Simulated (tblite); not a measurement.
Task: Write Cartesian coordinates for `[CH](F)[Si@H](C[SiH3])C#CC` [radical] as optimised with GFN2-xTB. (Doublet state.)

Result: 
```
atom  x, y, z in Å
C1     3.5708    0.0951    0.0017
C2     2.1551    0.3426   -0.1552
C3     0.9782    0.5674   -0.2811
Si4   -0.8352    0.8341   -0.4804
C5    -1.1268    2.5334    0.2196
F6    -2.3617    3.0608    0.2593
C7    -1.8122   -0.4750    0.5086
Si8   -1.6301   -2.2544   -0.1287
H9     4.1421    0.8334   -0.5611
H10    3.8463    0.1618    1.0543
H11    3.8180   -0.9004   -0.3669
H12   -1.2218    0.7777   -1.8999
H13   -0.4014    3.2134    0.6414
H14   -2.8676   -0.1994    0.5008
H15   -1.4971   -0.4373    1.5524
H16   -2.1244   -2.3348   -1.5054
H17   -2.4188   -3.1594    0.7147
H18   -0.2223   -2.6526   -0.0858
```

Any rigid rotation of these coordinates is as good. Atoms count from 1 in this order. The C–Si distances run from 1.844 Å (C3–Si4, drawn single) to 1.910 Å (Si4–C7, drawn single), a spread of 0.066 Å. Si4 (silicon bonded to 3 C and H) is distorted tetrahedral (angles from 104.2° to 110.9°). The C–C distances run from 1.205 Å (C2≡C3, drawn triple) to 1.446 Å (C1–C2, drawn single), a spread of 0.241 Å. C5 (carbon bonded to F, Si and H) is planar (angles 128.1°, 120.9° and 111.0°, sum 360.0°, 0.00 Å off the plane of its three neighbours).

Bonds between heavy atoms (Å): C1–C2 1.446, C2≡C3 1.205, C3–Si4 1.844, Si4–C5 1.861, C5–F6 1.343, Si4–C7 1.910, C7–Si8 1.899.

Structure optimised with GFN2-xTB, isolated species. This method treats the open shell by occupation alone, without spin polarisation.

Point group: C1 (no symmetry element, even within 0.4 Å). Its GFN2-xTB frequencies are all real (lowest 31 cm⁻¹). Torsions: C3–Si4–C5–F6 -179°, C3–Si4–C7–Si8 -66°.

One conformer stands for the species.

These are computed values.
